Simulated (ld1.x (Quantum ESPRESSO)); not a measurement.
# What one change does to a pseudopotential (Pb (Z = 82), TM)

* Element: lead (Pb)
* Generator: ld1.x (Quantum ESPRESSO) 7.5
* Type: norm-conserving Troullier–Martins (Kleinman–Bylander form)
* Functional: PBEsol
* Relativity: scalar-relativistic
* Frozen core: [Xe] 4f14
* Valence charge: 14
* Reference configuration: 5d10 6s2 6p0.5 (charge +1.5)
* Partial waves: 6s (bound): rc 1.65 bohr; 6p (bound): rc 2.50 bohr; 5d (bound): rc 1.35 bohr
* Local potential: all-electron potential smoothed inside 2.30 bohr (lloc = -2)
* Core correction: a·sin(br)/r model core inside 1.35 bohr

All-electron outer shells of the reference configuration (PBEsol, scalar-relativistic, ld1.x):

```tsv
shell	level (eV)	outermost node (bohr)	outermost maximum (bohr)
5p	-97.95	0.49	0.88
5d	-33.23	0.52	1.07
6s	-23.32	1.01	1.93
6p	-13.42	1.18	2.44
```

Change: core correction a·sin(br)/r model core inside 0.64 bohr.

Cutoffs: the cutoffs (Ry, on a coarse ladder) from which the occupation-weighted sum of valence levels, in a spherical-Bessel basis at the reference potential, stays within 10 and 1 mRy of its value at 400 Ry; they do not see the model core or the augmentation charge, which bear on the density cutoff. Errors are all-electron minus pseudo energies relative to the spin-unpolarised reference configuration.

Question: What does the change do?

Answer: The potential gets neither clearly harder nor softer (80 Ry and 100 Ry → 80 Ry and 100 Ry); the errors of the 7 common tests hardly move; neither file shows a bound ghost. A model core, the more so a compact one, raises the density cutoff, which this test does not measure.

```tsv
quantity	base	changed
cutoff, loose	80 Ry	80 Ry
cutoff, tight	100 Ry	100 Ry
bound ghosts	none	none
error for 5d10 6s2 6p2, meV [ΔE -12.41 eV]	+5.7	+5.6
error for 5d10 6s2 6p1, meV [ΔE -5.81 eV]	+2.4	+2.4
error for 5d10 6s2 6p0, meV [ΔE 7.63 eV]	-4.8	-4.9
error for 5d10 6s1 6p3, meV [ΔE -3.64 eV]	-8.8	-9.0
error for 5d9 6s2 6p2, meV [ΔE 14.75 eV]	-200	-208
error for 5d10 6s1 6p0, meV [ΔE 40.11 eV]	-26	-27
error for 5d10 6s2 6p1.5, meV [ΔE -9.91 eV]	+4.1	+4.0
s: phases at 2.68 bohr within 0.05 rad from the reference energy up to (Ry; the scan ends near 5)	0.9	0.9
p: phases at 2.68 bohr within 0.05 rad from the reference energy up to (Ry; the scan ends near 5)	1.6	1.6
d: phases at 2.68 bohr within 0.05 rad from the reference energy up to (Ry; the scan ends near 5)	-0.2	-0.2
```
